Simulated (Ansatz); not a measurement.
`F[SiH]([SiH3])I` + H₂ → `F[SiH2]I` + SiH₄ at 500 K and 1 bar (hydrogenolysis of the Si–Si bond).

Calculated with Ansatz (gas phase, PBE0-D4/def2-TZVP geometries, no zero-point term in ΔE). CCSD(T)/CBS adds triple-zeta CCSD(T) − MP2 to the extrapolated MP2 energy (def2 sets, frozen cores). This one scheme is used for every species. Elements past krypton have def2 core potentials. For I outer-core shells are correlated without core-valence functions, which leaves a few kJ/mol of doubt a bond.

```csv
species,CCSD(T)/CBS energy (Eh),H − E (kJ/mol),S (J/(mol·K))
`F[SiH]([SiH3])I`,-977.89058,142.7,423.4
H₂,-1.17544,41.0,145.5
`F[SiH2]I`,-687.61044,82.2,336.9
SiH₄,-291.46306,102.4,230.9
```

H − E and S are ideal-gas, rigid-rotor, harmonic terms from PBE0-D4/def2-TZVP, for one conformer and one mirror image of each species. For small species the MP2-based limit differs from directly extrapolated CCSD(T) by up to some mEh (0.8 for H₂); such offsets cancel only in part. 1 Eh = 2625.50 kJ/mol, R = 8.31446 J/(mol·K).

Problem. By hand: ΔE, ΔH, ΔS and ΔG.

Solution. ΔE = (-687.61044) + (-291.46306) − (-977.89058) − (-1.17544) = -0.00748 Eh = -19.6 kJ/mol. Δ(H − E) = 82.2 + 102.4 − 142.7 − 41.0 = 0.9, so ΔH = -18.7 kJ/mol. ΔS = 336.9 + 230.9 − 423.4 − 145.5 = -1.1 J/(mol·K). ΔG = -18.7 − 500 × (-1.1)/1000 = -18.1 kJ/mol.

Problem. By hand: the equilibrium constant, and the temperature at which ΔG would vanish if ΔH and ΔS stayed fixed.

Solution. log₁₀ K = −ΔG/(RT ln 10) = 1.9. ΔG = 0 at ΔH/ΔS = 17000 K, far beyond where these terms or the molecules hold.

The number of gas molecules stays the same, so ΔS is small and ΔH decides. A doubt of 5 kJ/mol in ΔE shifts log₁₀ K by 0.5 here. Other conformers and mirror images would add mixing entropy, several J/(mol·K) or more a flexible species. These are equilibria of isolated gas molecules and say nothing of rates. Largest T1 diagnostic: 0.011 (customary marks: 0.02 for closed shells, 0.045 for open ones).
